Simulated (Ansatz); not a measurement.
Saddle point of Si2NH8OF3, closed shell (Si₂H₄OF₂ ([F][SiH]([F])[O][SiH3]) + NH₃ + HF → SiNH₃F₂ ([NH2][SiH]([F])[F]) + SiH₄O ([OH][SiH3]) + HF; bonds formed: O2–H9, H7–F10; dative contacts that become bonds: Si1–N8; bonds broken: Si1–O2, H7–N8, H9–F10), PBE0-D4/def2-TZVP structure:

Si1  (-0.679, -0.068, 1.191)
O2  (-0.003, -0.385, -0.677)
Si3  (0.811, -1.701, -1.303)
F4  (0.438, -1.141, 1.596)
F5  (-1.179, 0.283, 2.697)
H6  (-1.976, -0.469, 0.639)
H7  (-0.302, 1.888, -0.308)
N8  (-0.065, 1.612, 0.870)
H9  (-0.195, 0.470, -1.243)
F10  (-0.446, 1.806, -1.484)
H11  (2.224, -1.688, -0.859)
H12  (0.134, -2.931, -0.836)
H13  (0.740, -1.587, -2.780)
H14  (0.948, 1.648, 0.950)
H15  (-0.447, 2.264, 1.547)
(Å)

Energies are electronic, without zero-point energy. Barriers and step energies count from the start structure reached by relaxing down the imaginary mode; all methods use the PBE0-D4 structures, on which another method's saddle can fall below an end. Computed with Ansatz 0.2.0 (basis: def2-TZVPP, with def2-QZVPP for the basis limit); correlated methods freeze the cores. B3LYP uses VWN-RPA correlation. Extrapolation: Hartree–Fock as exp(−7.88 √X), correlation as X^−2.97.

| method | barrier (kcal/mol) | step energy (kcal/mol) |
| --- | --- | --- |
| SPW92 | 3.08 | 9.35 |
| PBE-D4 | ? | 3.48 |
| BLYP-D4 | ? | 1.13 |
| r2SCAN-D4 | 7.76 | 4.38 |
| B97M-V | 11.40 | 3.46 |
| PBE0-D4 | 8.32 | 3.86 |
| B3LYP-D4 | 8.71 | 1.86 |
| r2SCAN0-D4 | 9.17 | 4.42 |
| BHLYP-D4 | 11.11 | 2.47 |
| CAM-B3LYP-D4 | 8.66 | 3.15 |
| wB97X-V | 9.54 | 3.70 |
| wB97M-V | 9.82 | 3.79 |
| B2PLYP | 9.43 | 2.18 |
| PBE-QIDH | 9.81 | 4.40 |
| RPA on PBE | 9.92 | 3.00 |
| HF | ? | -2.21 |
| MP2 | 9.81 | 3.55 |
| CCSD | 11.46 | 2.62 |
| CCSD(T) | 10.51 | 3.35 |

Question: Fill in the withheld barriers. (An estimate is asked for; the value comes from the calculation.)

Answer: The calculation gives: BLYP-D4 7.30; HF 15.88; PBE-D4 6.33 kcal/mol. Each is the energy of the saddle less that of the start structure, by the same method.

For comparison, the barrier by CCSD(T) at an estimated basis limit (MP2 extrapolated from triple and quadruple zeta, plus CCSD(T) − MP2 in triple zeta) is 10.73 kcal/mol.

T1 diagnostic: at most 0.012.

Labels in which every atom is bracketed show which atoms are joined, not bond orders.

For scale, one of the runs: CCSD(T)/def2-TZVPP, 351 basis functions, launched by `ansatz run in.yaml --threads 4 --pin off --events-out ev --progress --plain --max-ram 66560MiB --backend cuda --devices 0, --max-vram 37GiB`. Hardware: 4 CPU threads of an AMD EPYC 7R13 and a share of one NVIDIA H100, shared host. Wall time 13 s; peak host memory 0.84 GiB.
